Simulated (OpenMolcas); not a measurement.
# Xe3+: effect of the basis set

| Quantity | Value |
| --- | --- |
| Program | OpenMolcas |
| Method | RASSCF |
| Active space | 3 electrons in 9 orbitals (RAS2 5p; RAS3 5d 6s, at most 1 electron) |
| State averaging | 2S+1 = 4 odd, 1 root; 2S+1 = 2 odd, 8 roots; 2S+1 = 4 even, 18 roots; 2S+1 = 2 even, 54 roots |
| Spin-orbit coupling | RASSI with atomic mean-field integrals over the reference wave functions, term energies averaged over their components |

A. ANO-RCC-VQZP [8s7p5d3f2g], DKH2, point nucleus; cost roughly 40 core-seconds
B. ANO-R3 [8s7p5d4f3g2h], X2C, finite nucleus; cost roughly 70 core-seconds
C. ANO-RCC [10s9p8d5f3g], DKH2, point nucleus; cost about 50 core-seconds

Energies in cm⁻¹ above 5s² 5p³ ⁴S°_3/2, the measured ground level; measured values from Saloman, J. Phys. Chem. Ref. Data 33, 765 (2004).

```json
{"Level": "5s² 5p³ ⁴S°_3/2", "A": "0.0", "B": "0.0", "C": "0.0", "Measured": "0.0"}
{"Level": "5s² 5p³ ²D°_3/2", "A": "17469", "B": "17483", "C": "17497", "Measured": "13267"}
{"Level": "5s² 5p³ ²D°_5/2", "A": "21262", "B": "21244", "C": "21273", "Measured": "17511"}
{"Level": "5s² 5p³ ²P°_1/2", "A": "33988", "B": "33977", "C": "34010", "Measured": "28036"}
{"Level": "5s² 5p³ ²P°_3/2", "A": "39826", "B": "39756", "C": "39821", "Measured": "35650"}
{"Level": "5s² 5p² 5d ⁴F_3/2", "A": "133805", "B": "134976", "C": "132249", "Measured": "134981"}
{"Level": "5s² 5p² 5d ⁴F_5/2", "A": "136888", "B": "138050", "C": "135210", "Measured": "136496"}
{"Level": "5s² 5p² 5d ⁴F_7/2", "A": "141239", "B": "142362", "C": "139562", "Measured": "141625"}
{"Level": "5s² 5p² 5d ²F_5/2(1) [54 %]", "A": "143543", "B": "144663", "C": "142260", "Measured": ""}
{"Level": "5s² 5p² 5d ⁴D_1/2", "A": "143650", "B": "144839", "C": "141998", "Measured": "145106"}
{"Level": "5s² 5p² 5d ⁴F_9/2", "A": "145760", "B": "146869", "C": "144056", "Measured": "145991"}
{"Level": "5s² 5p² 5d ²P_3/2(1) [54 %]", "A": "148799", "B": "150058", "C": "146842", "Measured": ""}
{"Level": "5s² 5p² 5d ²P_1/2(1)", "A": "156209", "B": "157431", "C": "153955", "Measured": ""}
{"Level": "5s² 5p² 5d ⁴P_5/2", "A": "161745", "B": "163413", "C": "158387", "Measured": ""}
{"Level": "5s² 5p² 6s ⁴P_1/2 [65 %]", "A": "162258", "B": "161789", "C": "159102", "Measured": "157205"}
{"Level": "5s² 5p² 5d ⁴P_3/2", "A": "164078", "B": "165682", "C": "160743", "Measured": ""}
{"Level": "5s² 5p² 5d ²G_7/2", "A": "165494", "B": "166747", "C": "163704", "Measured": "160665"}
{"Level": "5s² 5p² 5d ⁴P_1/2 [71 %]", "A": "165805", "B": "167254", "C": "162583", "Measured": ""}
{"Level": "5s² 5p² 5d ²G_9/2", "A": "167621", "B": "168887", "C": "165575", "Measured": "163463"}
{"Level": "5s² 5p² 6s ⁴P_3/2", "A": "168821", "B": "168230", "C": "165837", "Measured": "165280"}
{"Level": "5s² 5p² 5d ²D_5/2(1) [62 %]", "A": "172899", "B": "174839", "C": "169579", "Measured": ""}
{"Level": "5s² 5p² 6s ²P_1/2", "A": "172999", "B": "171763", "C": "169399", "Measured": "167206"}
{"Level": "5s² 5p² 6s ⁴P_5/2 [62 %]", "A": "173925", "B": "172941", "C": "170929", "Measured": "170490"}
{"Level": "5s² 5p² 5d ²D_5/2(2) [74 %]", "A": "184671", "B": "185644", "C": "180614", "Measured": ""}
```

Deviations, from unrounded energies. A percentage is the sum of absolute deviations over the sum of measured energies, with the sign that they share, or ± where signs differ.

```csv
Against measurement,Levels,A,B,C
mean absolute deviation (cm-1),15,3200,3200,2600
other terms of the ground configuration (%),4,+19.1,+19.1,+19.2
other configurations (%),11,±1.8,±1.7,±1.3
```

C lies closest to measurement on these levels and A furthest from it. The largest miss of C in the table is 5s² 5p³ ²P°_1/2, by +6000 cm-1. The ranking rests on the paired levels alone, and a cruder setting can come out closer through cancelling errors.

Among A to C the level of the table that moves most is 5s² 5p² 5d ²D_5/2(1) [62 %], by 5300 cm-1 (lowest in C, highest in B).

ANO sets are built for valence states and can reach diffuse excited orbitals poorly, and with the s shell closed the s pⁿ⁺¹ terms that mix with these levels are absent. With the s shell closed, the reference lacks s² → p² mixing. Computed and measured levels are paired by configuration, term and J; levels that our copy of the source lacks, or whose pairing is in doubt (as where it misses far off the trend of its configuration), stay unpaired and out of the deviations. Only configurations of the active space appear. Levels that lie high or do not pair safely by name in every column are left out.

A share in square brackets marks a mixed level and gives the weight of the term that names it, the lowest over the columns. A number in round brackets counts repeated terms of one configuration in the order of the reference energies. ° marks odd parity.
